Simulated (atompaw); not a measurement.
## An all-electron radial function and its pseudo partner (samarium (Sm))

Columns: radius, all-electron u(r) and pseudo u(r) of the 6p shell (level -1.21 eV) of samarium in the configuration [Kr] 4d10 4f6 5s2 5p6 5d0 6s2 6p0; PBE, scalar-relativistic, PAW (atompaw) scheme, atompaw 4.2.0.5.

| r (bohr) | all-electron | pseudo |
| --- | --- | --- |
| 0.108 | -0.0134 | -0.0099 |
| 0.215 | -0.0602 | -0.0384 |
| 0.323 | 0.0313 | -0.0834 |
| 0.431 | 0.0966 | -0.1405 |
| 0.538 | 0.0935 | -0.2040 |
| 0.646 | 0.0450 | -0.2692 |
| 0.754 | -0.0194 | -0.3299 |
| 0.862 | -0.0801 | -0.3808 |
| 0.969 | -0.1276 | -0.4174 |
| 1.077 | -0.1596 | -0.4375 |
| 1.185 | -0.1761 | -0.4395 |
| 1.292 | -0.1791 | -0.4237 |
| 1.400 | -0.1709 | -0.3916 |
| 1.508 | -0.1538 | -0.3461 |
| 1.615 | -0.1304 | -0.2913 |
| 1.723 | -0.1021 | -0.2302 |
| 1.831 | -0.0707 | -0.1670 |
| 1.938 | -0.0378 | -0.1057 |
| 2.046 | -0.0037 | -0.0478 |
| 2.154 | 0.0305 | 0.0046 |
| 2.262 | 0.0641 | 0.0510 |
| 2.369 | 0.0966 | 0.0911 |
| 2.477 | 0.1282 | 0.1265 |
| 2.585 | 0.1584 | 0.1582 |
| 2.692 | 0.1869 | 0.1869 |
| 2.800 | 0.2140 | 0.2140 |

(1) How many radial nodes do the two functions have?

(2) Is the pseudo-wave norm-conserving?

## Answers

(1) The all-electron 6p function has n − l − 1 = 4 (the table is too coarse to show those close to the nucleus); the pseudo-wave has 1, since 1 lower shell of the same l stays in the valence.

(2) No, it belongs to a PAW set: the norm inside the radius is not constrained, and the difference is carried by the augmentation charge.
